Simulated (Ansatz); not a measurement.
Si₈H₈⁺. The state is a doublet with charge 1. Geometry PBE-D4/def2-SVP.

```xyz
16

Si    0.156   -0.741   -1.808
Si    1.217    1.460    0.445
Si   -1.221   -1.887   -0.243
Si   -0.474   -1.760    1.943
Si   -0.056    0.505    2.216
Si   -2.003    0.159    0.821
Si    2.267   -0.247   -0.833
Si   -0.736    1.289   -0.920
H    -2.178   -3.000   -0.553
H     3.108    0.421   -1.887
H    -3.405    0.259    1.347
H     1.917    2.730    0.839
H    -0.163    1.013    3.623
H     0.008   -1.251   -3.214
H    -1.445    2.388   -1.659
H     3.009   -1.338   -0.117
```

LC-ωPBE has ω = 0.4 bohr⁻¹. B3LYP takes the VWN-RPA correlation. The structure comes from a short search, and lower isomers may exist.

Estimate the α-spin orbital energies around the gap (eV) in Ansatz with PBE-D4/def2-SVP, PBE-D4/def2-TZVP, B3LYP-D4/6-31G, PBE0-D4/def2-TZVP, LC-ωPBE/def2-TZVP.


```
orbital  PBE-D4/def2-SVP  PBE-D4/def2-TZVP  B3LYP-D4/6-31G  PBE0-D4/def2-TZVP  LC-ωPBE/def2-TZVP
 HOMO−9           -12.68            -12.57          -13.85             -13.83             -16.60
 HOMO−8           -12.49            -12.42          -13.66             -13.68             -16.47
 HOMO−7           -11.57            -11.47          -12.58             -12.62             -15.26
 HOMO−6           -11.55            -11.44          -12.56             -12.54             -15.08
 HOMO−5           -11.39            -11.28          -12.21             -12.29             -14.71
 HOMO−4           -11.24            -11.14          -12.12             -12.16             -14.63
 HOMO−3           -10.53            -10.41          -11.35             -11.35             -13.69
 HOMO−2           -10.43            -10.32          -11.25             -11.25             -13.56
 HOMO−1            -9.77             -9.65          -10.51             -10.49             -12.82
   HOMO            -9.55             -9.48          -10.21             -10.42             -12.69
   LUMO            -7.63             -7.56           -7.07              -6.91              -5.05
 LUMO+1            -6.48             -6.63           -5.42              -5.89              -3.86
 LUMO+2            -5.98             -6.04           -5.15              -5.28              -3.25
 LUMO+3            -5.54             -5.66           -4.84              -4.89              -2.88
 LUMO+4            -5.13             -5.25           -4.25              -4.44              -2.35
 LUMO+5            -4.94             -5.04           -4.08              -4.26              -2.24
 β HOMO            -9.71             -9.60          -10.44             -10.42             -12.61
 β LUMO            -8.70             -8.63           -8.15              -7.91              -5.90
```
